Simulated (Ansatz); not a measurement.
Gas-phase electronic energies from Ansatz, PBE0-D4/def2-TZVP geometries. CBS: MP2 limit from def2 TZ/QZ plus the TZ coupled-cluster correction, frozen cores. Functionals use def2-TZVPP. For Ga outer-core shells are correlated without core-valence functions, which leaves a few kJ/mol of doubt a bond. Scalar relativity is left out up to krypton. One conformer a species, not always the lowest.

`CO/C=[N]/[GaH2]` → `C=N[CH2][GaH][OH]`  (isomerisation)

`CO/C=[N]/[GaH2]`:

Z-matrix (Å, degrees):
```
C
O 1 1.418
H 1 1.092 2 110.8
H 1 1.088 2 106.0 3 119.8
H 1 1.092 2 110.8 3 -120.5
C 2 1.345 1 115.6 3 60.2
N 6 1.244 2 125.3 1 -0.0
H 6 1.095 2 108.0 1 180.0
Ga 7 1.810 6 149.7 2 -180.0
H 9 1.561 7 116.8 6 93.4
H 9 1.561 7 116.7 6 -93.4
```

`C=N[CH2][GaH][OH]`:

```xyz
11

C    -0.538   -1.728    0.686
N    -0.884   -0.624    0.186
C    -0.174   -0.116   -0.947
Ga    0.780    1.541   -0.390
O     0.422    2.090    1.270
H     0.272   -2.346    0.273
H    -1.058   -2.103    1.565
H    -0.891    0.201   -1.712
H     0.516   -0.840   -1.409
H     1.788    2.409   -1.202
H    -0.233    1.517    1.681
```

```csv
level,ΔE (kcal/mol)
PBE-D4,-10.4
r2SCAN-D4,-9.7
ωB97X-V,-9.8
ωB97M-V,-10.9
PBE,-10.2
PBE0,-10.1
MP2/def2-TZVPP,-13.7
SCS-MP2/def2-QZVPP,-13.5
```

(1) What does CCSD(T)/CBS give? (Best estimate.)

Largest T1 diagnostic among the species: 0.015.

Results:

(1) The calculation gave: -14.0 kcal/mol. The listed levels differ from it by 3.6, 4.3, 4.2, 3.1, 3.8, 3.9, 0.3, 0.5 kcal/mol.

In def2-TZVPP, CCSD(T) changes the Hartree–Fock value by −5.6 kcal/mol (the triples alone add −0.1 kcal/mol) and MP2 by −6.6 kcal/mol.

CCSD(T)/CBS has its own doubt, a few kJ/mol and more with outer-core shells, so smaller differences from it don't rank the levels.
